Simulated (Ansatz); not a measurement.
`F[C](F)(F)[GeH3]` at its PBE0-D4/def2-TZVP geometry, where that method's forces vanish. The species carries charge 0 and has multiplicity 1.

```xyz
8

F     0.1255   -0.6679   -1.8172
C    -0.4382    0.1075   -0.8763
F    -1.7404   -0.2189   -0.8284
F    -0.3680    1.3739   -1.3189
Ge    0.4545   -0.1117    0.9086
H     1.9225    0.2824    0.7317
H    -0.2647    0.8159    1.8905
H     0.3088   -1.5811    1.3101
```

Question: What forces (eV/Å) does ωB97M-V/def2-TZVPP give on these atoms in Ansatz 0.2.0? (An estimate is asked.)

Answer: The calculation gave: 
```
F1   0.103 -0.148 -0.189
C2   0.188 -0.045  0.377
F3  -0.253 -0.061  0.000
F4   0.009  0.242 -0.094
Ge5  0.013 -0.003  0.028
H6  -0.119 -0.029  0.004
H7   0.051 -0.071 -0.085
H8   0.007  0.115 -0.041
```
